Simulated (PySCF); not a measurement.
This script is equivalent to a calculation on K²⁺ (potassium, charge +2).

```python
from pyscf import gto, scf, dft, mp, cc
import basis_set_exchange as bse
mol = gto.M(atom="K 0 0 0", charge=2, spin=1, symmetry="D2h",
            basis=gto.basis.parse(bse.get_basis("def2-SVP", elements=["K"], fmt="nwchem", header=False)))
mf = scf.UHF(mol)
mf.irrep_nelec = {'Ag': (3, 3), 'B1u': (2, 2), 'B2u': (2, 2), 'B3u': (2, 1)}
mf.kernel()
```

Problem. What total energy does it give?

Solution. -597.76878 hartree (calculated).

Problem. Which occupied shell lies highest, and where?

Solution. 3p β, at -47.081 eV.

Problem. What is ⟨S²⟩, and what would a pure spin state give?

Solution. 0.752, against 0.75.
